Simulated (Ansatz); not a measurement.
Geometry optimisation, Ansatz 0.2.0, UKS PBE0/def2-SVP.

The input (input.yaml):

```yaml
crystal:
  periodic: [false, false, false]
  atoms:
    - { symbol: Ga, position_ang: [-0.6352, -0.977856, -0.330891] }
    - { symbol: S, position_ang: [1.514163, -1.293749, 0.313748] }
    - { symbol: H, position_ang: [-0.847556, -1.050145, -1.883335] }
    - { symbol: H, position_ang: [-1.713254, -1.196603, 0.779189] }
    - { symbol: H, position_ang: [1.040021, 1.297358, 0.615767] }
    - { symbol: O, position_ang: [0.314817, 1.937162, 0.502032] }
    - { symbol: O, position_ang: [-0.538833, 1.224131, -0.365269] }
    - { symbol: H, position_ang: [1.218924, -1.548569, 1.604711] }
    - { symbol: H, position_ang: [-0.352982, 1.608372, -1.235951] }
magnetization:
  spin_polarized: true
basis:
  gaussian: { orbitals: def2-SVP }
hamiltonian:
  xc: pbe0
relax:
  f_tol: 0.03
  max_steps: 50
```

Launched with:

```bash
$ ansatz run input.yaml --threads 4 --pin off --max-ram 5120MiB --backend cpu --events-out ev --progress --plain --runs-dir out
```

Task: Where does it end, and by what steps?

Result: The forces met the threshold. After 6 steps the energy has fallen by 0.081 eV; H5 moved furthest, 0.27 Å.

```tsv
step	energy less start (eV)	largest force component (eV/Å)	accepted
0	0.0000	0.375	yes
1	-0.0674	0.198	yes
2	-0.0672	0.275	no
3	-0.0705	0.336	yes
4	-0.0798	0.089	yes
5	-0.0811	0.031	yes
6	-0.0813	0.017	yes
```

```xyz
9
Properties=species:S:1:pos:R:3
Ga -0.663 -0.935 -0.343
S 1.505 -1.126 0.324
H -0.833 -1.042 -1.898
H -1.730 -1.212 0.760
H 1.036 1.026 0.580
O 0.406 1.793 0.511
O -0.577 1.245 -0.342
H 1.221 -1.364 1.623
H -0.364 1.615 -1.214
```

The run took 31 s on 4 threads of Arm Neoverse N1, with other jobs on the host, peak memory 0.35 GiB.
